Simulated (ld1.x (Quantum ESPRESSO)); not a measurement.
## Which setting gave this result? (I, TM semilocal)

Base potential:

iodine, norm-conserving Troullier–Martins (semilocal form), made with ld1.x (Quantum ESPRESSO) 7.5 (PW91, scalar-relativistic). Core [Kr], reference 4d10 5s2 5p4 (charge +1). Waves: 5s (bound): rc 1.65 bohr; 4d (bound): rc 1.50 bohr; 5p (bound): rc 2.10 bohr. Local part: the p channel. Core correction: a·sin(br)/r model core inside 0.80 bohr.

Cutoffs, loose and tight: the cutoffs (Ry, on a coarse ladder) from which the occupation-weighted sum of valence levels, in a spherical-Bessel basis at the reference potential, stays within 10 and 1 mRy of its value at 400 Ry. They do not see the model core or the augmentation charge, which bear on the density cutoff. Test errors are all-electron minus pseudo excitation energies from the reference, over the configurations 4d10 5s2 5p5; 4d10 5s2 5p3; 4d10 5s2 5p2; 4d10 5s2 5p5.3; 4d10 5s1 5p6; 4d9 5s2 5p5; 4d10 5s2 5p1; variants that change the core or the reference have their own tests.

Only the scale of all radii but the core radius (base = 1) is moved:

| scale of all radii but the core radius (base = 1) | cutoff, loose | cutoff, tight | bound ghosts | largest test error (meV) |
| --- | --- | --- | --- | --- |
| 0.8 | 120 Ry | 230 Ry | none | -112 |
| 0.91 | 110 Ry | 180 Ry | none | -344 |
| 1 | 100 Ry | 160 Ry | none | -363 |
| 1.14 | 90 Ry | 140 Ry | none | -231 |
| 1.39 | 70 Ry | 120 Ry | none | +185 |

Q: One more run gave cutoff, loose: 80 Ry; cutoff, tight: 140 Ry; bound ghosts: none; largest test error (meV): -94. Which value of the scale of all radii but the core radius (base = 1) was used?

A: 1.24. The loose cutoff moves one way along this sweep, from 120 Ry at 0.8 to 70 Ry at 1.39, which places the run between 1.14 and 1.39.
